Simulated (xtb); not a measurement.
Sn(I)(SiH3) (H3ISiSn), SMILES [SiH3][Sn][I] (connectivity only; charge and spin as stated), neutral, multiplicity 1. All values are semi-empirical tight-binding results from xtb (GFN2-xTB unless named), good for trends rather than for accurate numbers. Geometry: GFN2-xTB.

Optimised geometry:

```xyz
6

Sn     0.0636     0.5360     1.0814
I     -0.0969    -1.3817    -0.8356
Si     0.1099     2.6427    -0.5165
H     -0.6583     3.7837     0.0198
H     -0.4005     2.4667    -1.8840
H      1.4737     3.1817    -0.6885
```
Charge 0, spin multiplicity 1.

A frequency run showed that this geometry is not a minimum.

For metal compounds this method's bond lengths and energies can be far off.

The orbital gap is 1.91 eV.

Give the atomic charges and the Wiberg bond orders between heavy atoms. (Estimate from the structure and the level; the computed values follow.)

charges (e) Sn1 0.22, I2 -0.21, Si3 0.34, H4 -0.13, H5 -0.10, H6 -0.12. Bond orders Sn1–I2 1.27, Sn1–Si3 0.95.
